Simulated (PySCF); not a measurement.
# Correlation energy of Rh³⁺ (rhodium, charge +3)

[Kr] 4d6, high-spin 5D determinant. All numbers are calculated (PySCF 2.14, scalar relativity by spin-free X2C-1e, in x2c-QZVPPall (13s8p7d4f2g, 118 functions)). Frozen: [Ar] 3d10; 14 electrons correlated.

MP2 pair energies summed by pair of shells (mhartree):

| pair | energy | share (%) |
| --- | --- | --- |
| 4p-4d | -177.08 | 42.0 |
| 4d-4d | -109.92 | 26.1 |
| 4p-4p | -69.03 | 16.4 |
| 4s-4p | -32.51 | 7.7 |
| 4s-4d | -28.36 | 6.7 |
| 4s-4s | -5.05 | 1.2 |

Total MP2 correlation energy: -421.96 mhartree.

Same-spin part -135.19 and opposite-spin part -286.77 mhartree; SCS-MP2 scales them by 1/3 and 6/5 to -389.19 mhartree.

This basis was not built for core-valence correlation, so the inner-shell part is incomplete.
